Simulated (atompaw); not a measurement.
**Reading a pseudo-wave (Se)**

Columns: radius, all-electron u(r) and pseudo u(r) of the 3p shell (level -175.49 eV) of selenium in the configuration [Ne] 3s2 3p6 3d10 4s2 4p2; LDA (PW92), scalar-relativistic, PAW (atompaw) scheme, atompaw 4.2.0.5.

```csv
r (bohr),all-electron,pseudo
0.062,-0.5924,0.0119
0.123,-0.7206,0.0433
0.185,-0.2829,0.0869
0.246,0.3032,0.1336
0.308,0.8159,0.1833
0.369,1.1597,0.2387
0.431,1.3484,0.3073
0.492,1.4091,0.3864
0.554,1.3823,0.4672
0.615,1.3013,0.5294
0.677,1.1885,0.5622
0.738,1.0644,0.5696
0.800,0.9365,0.5740
0.862,0.8136,0.5936
0.923,0.7016,0.6123
0.985,0.5988,0.5863
1.046,0.5091,0.5091
1.108,0.4295,0.4295
1.169,0.3616,0.3616
1.231,0.3025,0.3025
1.292,0.2529,0.2529
1.354,0.2103,0.2103
1.415,0.1749,0.1749
1.477,0.1447,0.1447
1.538,0.1199,0.1199
1.600,0.0989,0.0989
```

Problem. How many radial nodes do the two functions have?

Solution. The all-electron 3p function has n − l − 1 = 1; the pseudo-wave has 0, since the states of the same l below it are removed with the core.

Problem. At about which radius was the pseudo-wave matched?

Solution. 1.05 bohr, where the columns begin to agree (steps of 0.06 bohr).

Problem. Where does each function peak?

Solution. Outermost all-electron maximum near 0.49 bohr, pseudo maximum near 0.92 bohr (to the table’s step).

Problem. Is the pseudo-wave norm-conserving?

Solution. No, it belongs to a PAW set: the norm inside the radius is not constrained, and the difference is carried by the augmentation charge.
